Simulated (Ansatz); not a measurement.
Saddle point of AlH5SO3, closed shell (AlH₃SO₂ ([OH][Al]([OH])[SH]) + H₂O → AlH₃O₃ ([OH][Al]([OH])[OH]) + H₂S (still joined by a long Al–S bond); bonds formed: S2–H5; dative contacts that become bonds: Al1–O6; bonds broken: H5–O6; bonds weakened to dative contacts: Al1–S2), PBE0-D4/def2-TZVP structure:

```csv
atom,x (Å),y (Å),z (Å)
Al1,0.0437,-0.3533,0.1980
S2,0.8607,1.1112,-1.5354
O3,1.2075,-0.6752,1.3978
O4,-0.8582,-1.5269,-0.6370
H5,-0.0767,1.6129,-0.4235
O6,-0.8132,1.1619,0.6598
H7,-0.1633,0.7907,-2.3454
H8,1.7648,-1.4501,1.3943
H9,-1.3385,-2.2376,-0.2192
H10,-0.6266,1.5665,1.5107
```

Energies are electronic, without zero-point energy. Barriers and step energies count from the start structure reached by relaxing down the imaginary mode; all methods use the PBE0-D4 structures, on which another method's saddle can fall below an end. Computed with Ansatz 0.2.0 (basis: def2-TZVPP, with def2-QZVPP for the basis limit); correlated methods freeze the cores. B3LYP uses VWN-RPA correlation. Extrapolation: Hartree–Fock as exp(−7.88 √X), correlation as X^−2.97.

```json
{"method": "SPW92", "barrier (kJ/mol)": "33.1", "step energy (kJ/mol)": "33.4"}
{"method": "PBE-D4", "barrier (kJ/mol)": "43.3", "step energy (kJ/mol)": "24.1"}
{"method": "BLYP-D4", "barrier (kJ/mol)": "46.1", "step energy (kJ/mol)": "13.1"}
{"method": "r2SCAN-D4", "barrier (kJ/mol)": "?", "step energy (kJ/mol)": "25.7"}
{"method": "B97M-V", "barrier (kJ/mol)": "65.2", "step energy (kJ/mol)": "28.1"}
{"method": "PBE0-D4", "barrier (kJ/mol)": "58.3", "step energy (kJ/mol)": "29.1"}
{"method": "B3LYP-D4", "barrier (kJ/mol)": "58.0", "step energy (kJ/mol)": "18.4"}
{"method": "r2SCAN0-D4", "barrier (kJ/mol)": "63.0", "step energy (kJ/mol)": "29.5"}
{"method": "BHLYP-D4", "barrier (kJ/mol)": "75.4", "step energy (kJ/mol)": "23.3"}
{"method": "CAM-B3LYP-D4", "barrier (kJ/mol)": "62.4", "step energy (kJ/mol)": "20.5"}
{"method": "wB97X-V", "barrier (kJ/mol)": "?", "step energy (kJ/mol)": "24.0"}
{"method": "wB97M-V", "barrier (kJ/mol)": "67.4", "step energy (kJ/mol)": "26.1"}
{"method": "B2PLYP", "barrier (kJ/mol)": "?", "step energy (kJ/mol)": "20.6"}
{"method": "PBE-QIDH", "barrier (kJ/mol)": "66.9", "step energy (kJ/mol)": "30.1"}
{"method": "RPA on PBE", "barrier (kJ/mol)": "63.4", "step energy (kJ/mol)": "16.8"}
{"method": "HF", "barrier (kJ/mol)": "106.7", "step energy (kJ/mol)": "24.7"}
{"method": "MP2", "barrier (kJ/mol)": "63.2", "step energy (kJ/mol)": "24.7"}
{"method": "CCSD", "barrier (kJ/mol)": "75.6", "step energy (kJ/mol)": "23.1"}
{"method": "CCSD(T)", "barrier (kJ/mol)": "68.7", "step energy (kJ/mol)": "23.6"}
```

Task: Fill in the withheld barriers. (An estimate is asked for; the value comes from the calculation.)

Result: By the calculation: B2PLYP 62.2; r2SCAN-D4 51.7; wB97X-V 66.4 kJ/mol. Each is the energy of the saddle less that of the start structure, by the same method.

For comparison, the barrier by CCSD(T) at an estimated basis limit (MP2 extrapolated from triple and quadruple zeta, plus CCSD(T) − MP2 in triple zeta) is 69.9 kJ/mol.

The T1 diagnostic stays at or below 0.013.

Labels in which every atom is bracketed show which atoms are joined, not bond orders.

For scale, one of the runs: CCSD(T)/def2-TZVPP, 247 basis functions, launched by `ansatz run in.yaml --threads 4 --pin off --events-out ev --progress --plain --max-ram 9574MiB`. Hardware: 4 CPU threads of an Arm Neoverse V1, shared host. Wall time 2.8 min; peak host memory 5.1 GiB.
